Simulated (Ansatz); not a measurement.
```yaml
crystal:
  periodic: [false, false, false]
  atoms:
    - {symbol: C, position_ang: [1.596845, -1.670935, -1.614338]}
    - {symbol: O, position_ang: [0.869501, -0.775673, -0.725319]}
    - {symbol: Nb, position_ang: [-0.751706, -0.167581, -0.183139]}
    - {symbol: F, position_ang: [-1.454918, -1.294876, -1.505964]}
    - {symbol: F, position_ang: [-2.591813, 0.238104, 0.234656]}
    - {symbol: O, position_ang: [-0.399436, 1.629496, -0.532750]}
    - {symbol: C, position_ang: [0.648383, 2.479644, -1.027417]}
    - {symbol: O, position_ang: [-0.503594, -0.532476, 1.598990]}
    - {symbol: C, position_ang: [-1.292190, -0.613892, 2.781065]}
    - {symbol: H, position_ang: [2.307824, -1.142801, -2.091552]}
    - {symbol: H, position_ang: [2.188137, -2.337264, -0.951656]}
    - {symbol: H, position_ang: [0.958911, -2.208664, -2.216666]}
    - {symbol: H, position_ang: [0.883835, 3.200016, -0.227385]}
    - {symbol: H, position_ang: [1.537180, 1.807431, -1.214826]}
    - {symbol: H, position_ang: [0.342690, 2.953414, -1.901351]}
    - {symbol: H, position_ang: [-1.234017, -1.579553, 3.190061]}
    - {symbol: H, position_ang: [-0.829394, 0.125166, 3.550021]}
    - {symbol: H, position_ang: [-2.320442, -0.379919, 2.564172]}
basis:
  gaussian: {orbitals: ANO-RCC-VTZP, final_grid: {core_spheres: 5, valence_spheres: 4, degree: 11}}
total_charge: 1
magnetization: {spin_polarized: true, initial_magnetization: 1}
hamiltonian: {xc: {name: HF}}
correlation: {active_space: {window: {electrons: 3, orbitals: 2}}}
accuracy: high
scf: {lower_state_search: off}
output: {forces: true}
```

```sh
$ ansatz run in.yaml --threads 4 --pin off --events-out ev --progress --plain --max-ram 46080MiB --backend cuda --devices 0, --max-vram 37GiB
```

Q: How does Ansatz answer? (Best estimate.)

A: Computed: The input was rejected before any iteration.
```
Error: invalid value for `correlation.active_space`: it starts from restricted Hartree–Fock orbitals; set hamiltonian.xc: hf without magnetization.spin_polarized
```
